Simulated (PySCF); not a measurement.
Species: C5H7O2S (doublet state).
Structure used (GFN2-xTB), in Å, numbered top down from 1:
```xyz
15
C5H7O2S angstrom
C     -2.1578    1.6394   -0.6827
C     -1.6805    0.7271    0.0180
S     -0.8380   -0.8833   -0.8049
O     -1.1323   -0.9524   -2.2123
O     -1.1696   -2.0246    0.0084
C      1.0134   -0.5599   -0.6347
C      1.3358   -0.5510    0.7947
C      1.4680    0.5550    1.5154
H     -2.3469    1.9905   -1.6636
H     -1.5856    0.5211    1.0615
H      1.1591    0.3908   -1.1370
H      1.4559   -1.3800   -1.1904
H      1.4087   -1.5217    1.2645
H      1.3922    1.5341    1.0705
H      1.6729    0.5228    2.5708
```

The hyperfine couplings belong to this conformer and change with its torsions.

Identity: `[H]/[C]=C\S(=O)(=O)CC=C` [radical].

Theory: UKS B3LYP, pcH-1 on C H O S, non-relativistic, mean-field spin-orbit, GIAO (PySCF 2.14.0). Isolated species at its GFN2-xTB geometry (one conformer only). Couplings are sensitive to structure, and on GFN2-xTB geometries they can be far from those on DFT ones. No stability test was run, so a lower SCF solution isn't excluded.

Principal values of hyperfine tensors in MHz (contact, dipolar and spin–orbit terms together), for some of the nuclei:

```csv
atom,isotope,A1,A2,A3
C1,13C,118.64,135.85,312.17
H10,1H,106.78,107.45,115.35
S3,33S,80.71,82.58,131.15
C6,13C,22.41,22.73,40.44
C2,13C,-33.61,-33.35,-6.86
H11,1H,-8.59,-4.03,-1.98
H12,1H,1.22,4.39,8.39
H9,1H,-32.74,-8.18,28.67
```

Problem. Split each tensor into its isotropic and traceless parts, and turn a_iso into mT with g = 2.0035.

Solution. a_iso is a third of the trace, T = A − a_iso, and a(mT) = a(MHz)/(g × 13.996). The tensors hold a spin–orbit part: the run splits a_iso into a_FC + a_SO, and T includes its anisotropic share.

```
atom  a_iso (MHz)    a_FC   a_SO  a_iso (mT)      T1      T2      T3
  C1       188.89  188.96  -0.07       6.736  -70.25  -53.03  123.28
 H10       109.86  109.86   0.00       3.918   -3.08   -2.41    5.49
  S3        98.15   98.40  -0.26       3.500  -17.44  -15.57   33.00
  C6        28.53   28.52   0.00       1.017   -6.12   -5.80   11.92
  C2       -24.61  -24.63   0.02      -0.877   -9.00   -8.74   17.74
 H11        -4.87   -4.87   0.00      -0.174   -3.72    0.84    2.88
 H12         4.67    4.66   0.00       0.166   -3.45   -0.27    3.72
  H9        -4.08   -4.09   0.01      -0.146  -28.66   -4.09   32.75
```

Problem. What spin density at the nucleus of S3 lies behind its contact coupling (g_N = 0.42921)?

Solution. a_FC = 800.24 MHz bohr³ × g_N × ρ(0)/(2S). With a_FC = 98.40 MHz and 2S = 1, ρ(0) = 0.2865 bohr⁻³.

Problem. O5 (17O, g_N = -0.75752) isn't in the table. Its spin density at the nucleus is 0.007162 bohr⁻³. What is its contact coupling?

Solution. By the same relation, a_FC = -4.34 MHz. The spin–orbit term adds -0.14 MHz. Its full tensor has the principal values -34.88, 9.83, 11.62 MHz.

Problem. Which nucleus of the table has the largest anisotropic coupling, and what is its form?

Solution. C1: -70.3, -53.0, 123.3 MHz, rhombic: the two smaller values differ by 14 % of the largest.

Problem. In a single crystal, with the field along each principal axis of the tensor of S3 in turn, what first-order splitting does this nucleus give (isotropic g, quadrupole terms neglected)?

Solution. 4 lines (I = 3/2), spaced by |A_i|/(g × 13.996): 2.88, 2.95, 4.68 mT along the axes of A1, A2 and A3.
